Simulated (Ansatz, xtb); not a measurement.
## CH3AlInN: where a starting geometry ends

The starting geometry of this gas-phase singlet was built from a drawn formula by distance geometry; its bonds are those of `[InH2][Al]1[CH]=[N]1`.

```yaml
atoms:
  - { symbol: C, position_ang: [2.6323, -0.4097, -0.3670] }
  - { symbol: Al, position_ang: [0.7945, -0.1297, 0.2564] }
  - { symbol: In, position_ang: [-1.5199, 0.6904, 1.2457] }
  - { symbol: N, position_ang: [1.8380, -0.1602, -1.3652] }
  - { symbol: H, position_ang: [-2.1217, 0.1705, 2.8930] }
  - { symbol: H, position_ang: [-1.9510, 2.5250, 0.8494] }
  - { symbol: H, position_ang: [3.6504, -0.6815, -0.0337] }
```

**Question.** Predict what becomes of its bonds when it is optimised with r2SCAN-D4/def2-SVP.

**Answer.** It keeps its bonds, and is `[InH2][Al]1[CH]=[N]1`. Distances that change by over a tenth: In3–H6 (1.93 → 1.73 Å).

The energy falls by 0.72 eV over 13 steps:

```tsv
step	E − E(last) (eV)
1	0.720
2	0.347
4	0.058
5	0.009
6	0.003
8	0.001
9	0.001
10	0.000
12	0.000
13	0.000
```

Final geometry (Å):

```yaml
atoms:
  - { symbol: C, position_ang: [2.5864, -0.3728, -0.3004] }
  - { symbol: Al, position_ang: [1.0891, 0.3035, 0.6463] }
  - { symbol: In, position_ang: [-1.3365, 0.9446, 1.3508] }
  - { symbol: N, position_ang: [1.5568, -0.6367, -0.9839] }
  - { symbol: H, position_ang: [-2.2532, -0.1281, 2.3511] }
  - { symbol: H, position_ang: [-1.9738, 2.4937, 0.9196] }
  - { symbol: H, position_ang: [3.6537, -0.5992, -0.5049] }
```

From the same start GFN2-xTB ends elsewhere, differing in Al2–N4 (2.84 against 1.94 Å here), Al2–H5 (1.60 against 3.78 Å here), In3–N4 (2.44 against 4.04 Å here), In3–H5 (4.32 against 1.73 Å here).

The end wasn't checked by frequencies. Atoms past krypton carry core potentials, without spin–orbit terms. Run with Ansatz 0.2.0, 120 s on 1 thread of Intel(R) Xeon(R) Processor @ 2.50GHz (Skylake/Cascade Lake) (shared host).
